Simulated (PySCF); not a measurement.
Compound: C2H7F3GeSi.
Structure used (PBE0-D3(BJ)/def2-SVP), in Å, numbered top down from 1:
```
atom  x, y, z in Å
F1    -0.9668    1.4293    0.9296
C2    -1.7123    0.5966    0.1838
F3    -1.7302    1.0954   -1.0598
F4    -2.9614    0.6671    0.6537
C5    -1.1721   -0.8002    0.2160
Ge6    0.6164   -0.9933   -0.6095
Si7    2.0940    0.7161    0.1434
H8    -1.8812   -1.4573   -0.3077
H9    -1.1237   -1.1242    1.2652
H10    1.1265   -2.3867   -0.1929
H11    0.4588   -0.9707   -2.1406
H12    2.1012    0.7490    1.6369
H13    1.6629    2.0428   -0.3853
H14    3.4766    0.4195   -0.3418
```

Computed, not measured: core-valence-separated Tamm–Dancoff BHandHLYP/aug-pcX-1 (pcseg-1 on H, def2-SVPD on Ge, def2-SVPD on Si) in PySCF, non-relativistic, gas phase, PBE0-D3(BJ)/def2-SVP geometry. Absolute energies from this functional tend to lie a few eV below measured edges; no shift was applied.

The lowest roots of each edge with f over 0.003 (five at most, numbered afresh; weaker and dark ones are left out), with transition dipoles (au) in the frame of the coordinates:

| root | edge | E (eV) | μx | μy | μz |
| --- | --- | --- | --- | --- | --- |
| 1 | C | 285.72 | 0.0478 | -0.0252 | -0.0183 |
| 2 | C | 286.10 | 0.0459 | 0.0324 | -0.0323 |
| 3 | C | 286.49 | -0.0328 | -0.0117 | -0.0594 |
| 4 | C | 287.29 | 0.0058 | 0.0214 | 0.0058 |
| 5 | C | 287.72 | 0.0160 | 0.0089 | -0.0122 |
| 6 | F | 687.22 | -0.0331 | 0.0053 | 0.0115 |
| 7 | F | 687.25 | -0.0067 | 0.0117 | -0.0326 |
| 8 | F | 687.25 | -0.0150 | -0.0291 | -0.0157 |
| 9 | F | 687.71 | 0.0317 | -0.0043 | -0.0108 |
| 10 | F | 687.87 | -0.0168 | -0.0215 | -0.0191 |

Problem. What are the oscillator strengths?

Solution. f = (2/3) ΔE |μ|², with ΔE in hartree (27.2114 eV):

| root | ΔE (Eh) | \|μ\|² (au) | f | core hole on |
| --- | --- | --- | --- | --- |
| 1 | 10.4999 | 0.003255 | 0.023 | C5 |
| 2 | 10.5140 | 0.004200 | 0.029 | C5 |
| 3 | 10.5283 | 0.004741 | 0.033 | C5 |
| 4 | 10.5576 | 0.000525 | 0.004 | C5 |
| 5 | 10.5734 | 0.000484 | 0.003 | C5 |
| 6 | 25.2550 | 0.001256 | 0.021 | F1/F3/F4 |
| 7 | 25.2558 | 0.001245 | 0.021 | F1/F3/F4 |
| 8 | 25.2560 | 0.001318 | 0.022 | F1/F3/F4 |
| 9 | 25.2730 | 0.001140 | 0.019 | F4 |
| 10 | 25.2789 | 0.001109 | 0.019 | F1 |

Problem. Molecules are fixed in this frame and the field points along (1, 1, 0)/√2. What effective strengths 3 f cos²θ do the roots have (θ between field and μ)?

Solution. root 1 (C5): 0.005, root 2 (C5): 0.065, root 3 (C5): 0.021, root 4 (C5): 0.008, root 5 (C5): 0.007, root 6 (F1/F3/F4): 0.020, root 7 (F1/F3/F4): 0.001, root 8 (F1/F3/F4): 0.049, root 9 (F4): 0.019, root 10 (F1): 0.037. Root 2 is the strongest. Averaged over all orientations cos²θ is 1/3, which gives f back.

 The BHandHLYP/aug-pcX-1 (pcseg-1 on H, def2-SVPD on Ge, def2-SVPD on Si) calculation is non-relativistic and has no spin–orbit coupling, an omission that weighs most on germanium.

One conformer stands for the species.
